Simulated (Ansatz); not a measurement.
Basis-set extrapolation for `CB1C=C1` (PBE0-D4/def2-TZVP geometry, frozen core, the Gaussian-basis code of Ansatz). Multiplicity 1, RHF reference.

```
                      def2-TZVPP   def2-QZVPP
                 HF  -141.206452  -141.212704
    MP2 correlation    -0.574360    -0.610982
CCSD(T) correlation    -0.634073      not run
```

Energies in hartree. Use E(X) = E(∞) + A·exp(−7.88·√X) for Hartree–Fock and E(X) = E(∞) + B·X^(−2.97) for correlation, with X = 3 and 4, and add CCSD(T) minus MP2 of the smaller set to the MP2 limit.

Task: What is the CCSD(T) energy at the basis-set limit?

Result: HF limit: -141.212704 + (-0.006252) × 0.13774 = -141.21357. MP2 limit: -0.610982 + (-0.036622) × 0.74074 = -0.63811. Higher-order term: -0.634073 − (-0.574360) = -0.05971. Total: -141.91139 hartree, 1.93 eV below CCSD(T)/def2-TZVPP.
